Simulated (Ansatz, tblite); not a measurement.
Cost and result up the ladder for InGaN₂ (the lowest singlet isomer of a short search) (4 atoms). Charge 0, multiplicity 1. Geometry: PBE-D4/def2-SVP.

```xyz
4

Ga    1.304   -1.400    1.019
In   -1.384    1.486   -1.081
N    -0.452   -0.370    0.212
N     0.532    0.285   -0.149
```

Ansatz on 2 threads of Intel Xeon Platinum 8488C on a shared host; xTB runs through tblite on one thread. Times are rough, summed over both states, and most runs start from the orbitals of an earlier one. ωB97M-V/def2-TZVP serves as the yardstick here, not as an exact answer. The other state is a triplet at its own geometry.

In the def2 sets In takes a core potential; there is no spin–orbit coupling. The xTB rows come from tblite. LC-ωPBE has ω = 0.4 bohr⁻¹. Correlated methods freeze 15 core orbitals; core or outer-core shells of Ga, In are correlated, in sets that lack core-valence functions. The structure comes from a short search, and lower isomers may exist.

xTB has no spin-polarisation term.

| level | functions | wall time |
| --- | --- | --- |
| GFN1-xTB | 26 | 0.005 s |
| GFN2-xTB | 26 | 0.006 s |
| PBE-D4/def2-TZVP | 160 | 3.7 s |
| PBE0-D4/def2-TZVP | 160 | 6.6 s |
| MP2/def2-TZVP | 160 | 7.1 s |
| BHLYP-D4/def2-TZVP | 160 | 8.1 s |
| r2SCAN-D4/def2-TZVP | 160 | 8.4 s |
| RPA@PBE/def2-TZVP | 160 | 9.4 s |
| LC-ωPBE/def2-TZVP | 160 | 11 s |
| r2SCAN0-D4/def2-TZVP | 160 | 12 s |
| ωB97X-V/def2-TZVP (with forces) | 160 | 23 s |
| ωB97M-V/def2-TZVP | 160 | 36 s |

Task: Estimate what each level gives for the triplet − singlet (eV).

Result: 
| level | triplet − singlet (eV) | difference from ωB97M-V/def2-TZVP (eV) |
| --- | --- | --- |
| GFN1-xTB | 1.32 | 0.89 |
| GFN2-xTB | 0.74 | 0.31 |
| PBE-D4/def2-TZVP | 0.02 | -0.41 |
| PBE0-D4/def2-TZVP | 0.10 | -0.33 |
| MP2/def2-TZVP | 0.57 | 0.14 |
| BHLYP-D4/def2-TZVP | 0.14 | -0.29 |
| r2SCAN-D4/def2-TZVP | -0.02 | -0.45 |
| RPA@PBE/def2-TZVP | 0.30 | -0.13 |
| LC-ωPBE/def2-TZVP | 0.27 | -0.16 |
| r2SCAN0-D4/def2-TZVP | 0.05 | -0.38 |
| ωB97X-V/def2-TZVP (with forces) | 0.40 | -0.03 |
| ωB97M-V/def2-TZVP | 0.43 | 0.00 |
